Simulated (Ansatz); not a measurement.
Isolated molecules relaxed with PBE0-D4/def2-TZVP in Ansatz; ΔE leaves out vibrations. CBS: MP2 limit from def2 TZ/QZ plus the TZ coupled-cluster correction, frozen cores. This one scheme is used for every species. Functionals use def2-TZVPP. For Ge outer-core shells are correlated without core-valence functions, which leaves a few kJ/mol of doubt a bond. Scalar relativity is left out up to krypton.

Reaction (formal exchange of groups at a B–Ge bond): `[BH2][GeH2][Cl]` + `CCl` → `BCCl` + `[Cl][GeH3]`

```
             level  ΔE (kcal/mol)
        r2SCANh-D4           -2.9
           ωB97X-V           -2.9
           ωB97M-V           -3.5
           LC-ωPBE           -3.0
    MP2/def2-TZVPP           -2.6
   CCSD/def2-TZVPP           -1.9
    MP2/def2-QZVPP           -2.6
SCS-MP2/def2-QZVPP           -2.6
```

What does CCSD(T)/CBS give? (An estimate is asked.)

Computed: -1.8 kcal/mol. The listed levels differ from it by -1.1, -1.1, -1.7, -1.2, -0.8, -0.1, -0.8, -0.8 kcal/mol.

What do rigid-rotor, harmonic-oscillator terms from PBE0-D4/def2-TZVP frequencies (298.15 K, 1 bar) make of the CCSD(T)/CBS value? (Estimate.)

The calculation gave: ΔZPE = -1.4 kcal/mol, ΔH = -3.5 kcal/mol, ΔS = -8 J/(mol·K), ΔG = -3.0 kcal/mol.

Largest T1 diagnostic among the species: 0.011.

Leaving LDA and LC-ωPBE aside and taking each functional with its dispersion term where it has one, the values, not all of them listed here, spread over 1.4 kcal/mol, from B97M-V to revPBE-D4. LDA lies −2.0 kcal/mol from PBE without D4. At CCSD(T), def2-SVP lies −2.4 kcal/mol from the extrapolated value and def2-TZVPP −0.2 kcal/mol.
